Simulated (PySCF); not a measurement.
Isomers of C6H11B, mass 94.095 u with the commonest isotopes. Method: PBE0-D3(BJ)/def2-SVP geometry optimisation, gas phase (PySCF). One conformer each, none proved a minimum here; rigid rotors.

Question: Order these by rotational constant A, smallest first.
A. `[BH2:1][C@H:2]1[CH2:3][CH2:4][C:5]12[CH2:6][CH2:7]2` with H–B1–C2–C3 -10° and 176°
B. BEt2(CCH), `C#CB(CC)CC`
C. `[CH2:1]=[C:2]=[CH:3][CH2:4][B:5]([CH3:6])[CH3:7]` with C2–C3–C4–B5 -116°, C3–C4–B5–C6 178°

Answer: B (2438 MHz), A (4097 MHz), C (5494 MHz).

Question: Order these by radius of gyration √(Σ m r²/M), smallest first.
A. BEt2(CCH) (`C#CB(CC)CC`)
B. `[CH2:1]=[C:2]=[CH:3][CH2:4][B:5]([CH3:6])[CH3:7]` with C2–C3–C4–B5 -116°, C3–C4–B5–C6 178°
C. `[BH2:1][C@H:2]1[CH2:3][CH2:4][C:5]12[CH2:6][CH2:7]2` with H–B1–C2–C3 -10° and 176°

Answer: C (1.706 Å), A (2.116 Å), B (2.316 Å).

Question: Order these by rotational constant B, smallest first.
A. `[BH2:1][C@H:2]1[CH2:3][CH2:4][C:5]12[CH2:6][CH2:7]2` with H–B1–C2–C3 -10° and 176°
B. BEt2(CCH), `C#CB(CC)CC`
C. `[CH2:1]=[C:2]=[CH:3][CH2:4][B:5]([CH3:6])[CH3:7]` with C2–C3–C4–B5 -116°, C3–C4–B5–C6 178°

Answer: C (1154 MHz), B (2113 MHz), A (2706 MHz).

```csv
SMILES,point group,Ia (u·Å²),Ib (u·Å²),Ic (u·Å²),κ,μa (D),μb (D),μc (D)
C=C=CCB(C)C,C1,91.98,438.04,479.72,-0.95,0.72,0.04,0.05
C#CB(CC)CC,near C2,207.27,239.14,396.33,0.44,0.02,0.07,0.02
B[C@H]1CCC12CC2,C1,123.36,186.78,237.68,-0.41,0.55,1.18,0.35
```
